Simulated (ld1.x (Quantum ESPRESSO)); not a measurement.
## Transferability test, PAW potential for La

| Property | Result |
| --- | --- |
| Element | lanthanum (La) |
| Generator | ld1.x (Quantum ESPRESSO) 7.5 |
| Type | PAW |
| Functional | LDA (PZ) |
| Relativity | scalar-relativistic |
| Frozen core | [Kr] 4d10 |
| Valence charge | 11 |
| Reference configuration | 4f0 5s2 5p6 5d0 6s0 6p0 (charge +3) |
| Partial waves | 5s (bound): rcut 1.90, rcutus 2.10 bohr; 6s (bound, empty): rcut 1.90, rcutus 2.10 bohr; 5p (bound): rcut 2.75, rcutus 3.05 bohr; 6p (bound, empty): rcut 2.75, rcutus 3.05 bohr; 5d (bound, empty): rcut 3.65, rcutus 3.90 bohr; 5d channel at 0.3 Ry: rcut 3.65, rcutus 3.90 bohr; 4f (bound, empty): rcut 1.10, rcutus 1.25 bohr; 4f channel at 1.55 Ry: rcut 1.10, rcutus 1.25 bohr |
| Local potential | all-electron potential smoothed inside 3.30 bohr (lloc = -1) |
| Core correction | a·sin(br)/r model core, default radius (ld1.x builds one for every PAW set, though the input has nlcc=.false.) |
| Augmentation charge | BESSEL, radius 1.20 bohr |

Energies are relative to the spin-unpolarised reference configuration 4f0 5s2 5p6 5d0 6s0 6p0; without spin polarisation the order of configurations can differ from experiment. Spin-polarised rows fill each open shell by Hund’s rule, majority spin first. Not all tests gave a result: 1 of 9 tests not solved or not reliable. Left out of the table: 4f1 5s2 5p6 5d0 6s2 6p0 (solver errors, printed error -197 meV).

(1) Give the all-electron excitation energy and the error of the potential for: 4f0 5s2 5p6 5d1 6s2 6p0; 4f0 5s2 5p6 5d1 6s1 6p0; 4f0 5s2 5p6 5d1 6s0 6p0; 4f0 5s2 5p5 5d1 6s2 6p0; 4f0 5s2 5p6 5d1 6s1.5 6p0; 4f0 5s2 5p6 5d0 6s2 6p0; 4f0 5s2 5p6 5d1 6s2 6p0 (spin-polarised); 4f0 5s2 5p6 5d1 6s1 6p0 (spin-polarised).

## Answers

(1)

| valence configuration | charge | ΔE all-electron (eV) | error AE − PS (meV) |
| --- | --- | --- | --- |
| 4f0 5s2 5p6 5d1 6s2 6p0 | 0 | -36.416 | +17 |
| 4f0 5s2 5p6 5d1 6s1 6p0 | +1 | -30.253 | +18 |
| 4f0 5s2 5p6 5d1 6s0 6p0 | +2 | -19.101 | +24 |
| 4f0 5s2 5p5 5d1 6s2 6p0 | +1 | -9.331 | -15 |
| 4f0 5s2 5p6 5d1 6s1.5 6p0 | +0.5 | -33.933 | +17 |
| 4f0 5s2 5p6 5d0 6s2 6p0 | +1 | -29.890 | +1.0 |
| 4f0 5s2 5p6 5d1 6s2 6p0 (spin-polarised) | 0 | -36.513 | +20 |
| 4f0 5s2 5p6 5d1 6s1 6p0 (spin-polarised) | +1 | -30.678 | +21 |
